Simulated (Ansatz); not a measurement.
The cluster SnSe₄. The state is a singlet with charge 0. Geometry PBE-D4/def2-SVP.

```xyz
5

Sn    0.502   -1.559    0.837
Se   -0.469   -1.276   -1.686
Se   -0.582    1.094    1.054
Se    1.767    0.814    1.067
Se   -1.218    0.927   -1.272
```

In the def2 sets Sn takes a core potential; there is no spin–orbit coupling. LC-ωPBE has ω = 0.4 bohr⁻¹. The structure comes from a short search, and lower isomers may exist.

Problem. Estimate the orbital energies around the gap (eV) in Ansatz with PBE-D4/def2-SVP, PBE-D4/def2-TZVP, r2SCAN-D4/def2-TZVP, PBE0-D4/def2-SVP, LC-ωPBE/def2-TZVP.

Solution. 
| orbital | PBE-D4/def2-SVP | PBE-D4/def2-TZVP | r2SCAN-D4/def2-TZVP | PBE0-D4/def2-SVP | LC-ωPBE/def2-TZVP |
| --- | --- | --- | --- | --- | --- |
| HOMO−9 | -11.52 | -11.51 | -11.90 | -13.01 | -16.14 |
| HOMO−8 | -9.79 | -9.74 | -10.16 | -11.02 | -13.47 |
| HOMO−7 | -8.94 | -8.93 | -9.32 | -10.18 | -12.79 |
| HOMO−6 | -8.69 | -8.69 | -9.06 | -9.88 | -12.41 |
| HOMO−5 | -7.45 | -7.47 | -7.81 | -8.57 | -11.09 |
| HOMO−4 | -7.19 | -7.25 | -7.58 | -8.41 | -11.00 |
| HOMO−3 | -6.47 | -6.52 | -6.81 | -7.53 | -9.91 |
| HOMO−2 | -6.07 | -6.14 | -6.42 | -7.14 | -9.61 |
| HOMO−1 | -5.85 | -5.90 | -6.17 | -6.86 | -9.20 |
| HOMO | -4.93 | -5.04 | -5.28 | -5.98 | -8.47 |
| LUMO | -3.37 | -3.45 | -3.39 | -2.74 | -0.88 |
| LUMO+1 | -3.28 | -3.35 | -3.34 | -2.62 | -0.62 |
| LUMO+2 | -2.57 | -2.65 | -2.60 | -1.87 | 0.12 |
| LUMO+3 | -2.12 | -2.22 | -2.12 | -1.44 | 0.43 |
| LUMO+4 | -1.41 | -1.57 | -1.34 | -0.69 | 1.08 |
| LUMO+5 | -1.27 | -1.38 | -1.22 | -0.59 | 1.37 |
